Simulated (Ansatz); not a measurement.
Q: Predict a relaxed structure of cyclo-(H2SnO)2 (Sn2O2H4), charge 0, singlet, at B3LYP-D4/def2-SVP (Ansatz).

A: 
```tsv
atom	x (Å)	y (Å)	z (Å)
Sn1	-0.234	1.459	-0.197
H2	-1.689	2.083	-0.868
H3	0.932	2.650	0.231
O4	-0.543	0.082	1.252
Sn5	0.234	-1.459	0.197
H6	-0.932	-2.650	-0.230
H7	1.689	-2.083	0.868
O8	0.543	-0.082	-1.252
```
Point group D2h (tolerance 0.1 Å). This is one stationary point.

In the def2 sets Sn takes a core potential; there is no spin–orbit coupling.
